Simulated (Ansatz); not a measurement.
Consider the atomization: `CN[SiH](Cl)OC` → 2 C• + Cl• + 8 H• + N• + O• + Si•.

Computed with Ansatz on PBE0-D4/def2-TZVP structures; ΔE is electronic, products minus reactants. CCSD(T)/CBS adds triple-zeta CCSD(T) − MP2 to the extrapolated MP2 energy (def2 sets, frozen cores). This one scheme is used for every species, atoms too. DFT in def2-TZVPP. B3LYP here is the variant with VWN-RPA as its local correlation; programs differ in this. Open shells (•) are unrestricted, without spin–orbit coupling. Spin–orbit coupling would lower the free atoms: a little for C, Cl, O, Si. One conformer a species, not always the lowest.

| level | ΔE (eV) | difference from CCSD(T)/CBS |
| --- | --- | --- |
| PBE-D4 | 54.98 | 0.74 |
| PBE0-D4 | 54.13 | -0.11 |
| B3LYP-D4 | 54.17 | -0.07 |
| ωB97X-V | 54.40 | 0.16 |
| PBE | 54.65 | 0.41 |
| r2SCAN | 54.09 | -0.15 |
| B3LYP | 53.64 | -0.60 |
| HF/def2-TZVPP | 39.37 | -14.87 |
| MP2/def2-TZVPP | 53.55 | -0.69 |
| SCS-MP2/def2-TZVPP | 53.43 | -0.81 |
| CCSD/def2-TZVPP | 51.96 | -2.28 |
| MP2/def2-QZVPP | 54.47 | 0.23 |
| SCS-MP2/def2-QZVPP | 54.46 | 0.22 |
| HF/CBS(def2) | 39.49 | -14.75 |
| MP2/CBS(def2) | 55.09 | 0.85 |
| CCSD/CBS(def2) | 53.50 | -0.74 |
| CCSD(T)/CBS | 54.24 | 0 |

Largest T1 diagnostic among the species: 0.012.

The D4 term adds +0.53 eV with B3LYP and +0.28 eV with PBE0; it sums over pairs of atoms, weighted by their polarisabilities, and B3LYP, whose exchange is more repulsive, gets the larger term. From PBE to PBE0 (25 % exact exchange), in def2-TZVPP and without D4, ΔE moves by −0.80 eV: exact exchange takes away binding that semilocal exchange gives to molecules.

For atomizations the MP2-based limit and the directly extrapolated one differ by several kJ/mol either way, and by 10 to 25 for some Ge, Se and Sn compounds, so smaller differences from it don't rank the levels.
